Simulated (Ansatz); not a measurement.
C3H6OSe can be A, `C=C([SeH])CO`, or B, `C/C(O)=C\[SeH]`.

Calculated with Ansatz (gas phase, PBE0-D4/def2-TZVP geometries, no zero-point term in ΔE). CCSD(T)/CBS adds triple-zeta CCSD(T) − MP2 to the extrapolated MP2 energy (def2 sets, frozen cores). Functionals use def2-TZVPP. For Se outer-core shells are correlated without core-valence functions, which leaves a few kJ/mol of doubt a bond. Scalar relativity is left out up to krypton. Each species was taken in one conformer, which may not be the lowest.

(1) Which is lower in electronic energy at CCSD(T)/CBS, and by how much? (Best estimate.)

(2) Give E(B) − E(A) in kcal/mol with HF/def2-TZVPP, PBE0-D4, ωB97M-V, B2PLYP, CCSD(T)/def2-TZVPP, PBE-D4, MP2/def2-TZVPP. (An estimate is asked.)

Largest T1 diagnostic: 0.011.

Results:

(1) Computed: B, by 6.7 kcal/mol.

(2) The calculation gave: HF/def2-TZVPP -6.6, PBE0-D4 -8.9, ωB97M-V -8.0, B2PLYP -7.6, CCSD(T)/def2-TZVPP -6.7, PBE-D4 -9.1, MP2/def2-TZVPP -7.0. None reverses the order clearly.
